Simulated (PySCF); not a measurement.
## Br²⁺ (bromine, charge +2) across methods

[Ar] 3d10 4s1 4p3 5s1, high-spin 6S determinant (an excited configuration). Computed with PySCF 2.14 in aug-cc-pVDZ-PP with ECP10MDF, with scalar relativity through the core potential. The B2PLYP total includes its PT2 part (frozen core); its orbital energies are those of the SCF part.

| method | E (hartree) | mean ε 4s α (eV) | mean ε 4p α (eV) | mean ε 5s α (eV) | Σ⟨r²⟩ (bohr²) | ⟨S²⟩ |
| --- | --- | --- | --- | --- | --- | --- |
| M06-2X | -414.7254 | -54.253 | -37.821 | -15.826 | 37.17 | 8.750 |
| r2SCAN | -414.4153 | -50.714 | -35.663 | -14.674 | 37.58 | 8.751 |
| PBE | -414.5287 | -49.182 | -34.786 | -14.696 | 37.10 | 8.750 |
| B2PLYP | -414.1460 | -54.990 | -38.102 | -15.660 | 37.65 | 8.750 |
| UHF | -413.38519 | -60.228 | -41.256 | -16.602 | 38.20 | 8.751 |
| TPSSh | -414.4519 | -50.629 | -35.654 | -14.754 | 37.42 | 8.750 |
| PBE0 | -414.5135 | -52.144 | -36.573 | -15.250 | 37.31 | 8.750 |
| LDA | -413.9104 | -49.272 | -34.804 | -14.965 | 36.93 | 8.750 |
| PBEsol | -414.1462 | -49.191 | -34.780 | -14.714 | 37.06 | 8.750 |

Energies and moments cover only the electrons outside the core potential. The outer electron is Rydberg-like, and this basis confines it to a smaller radius and binds it less than a complete one would.
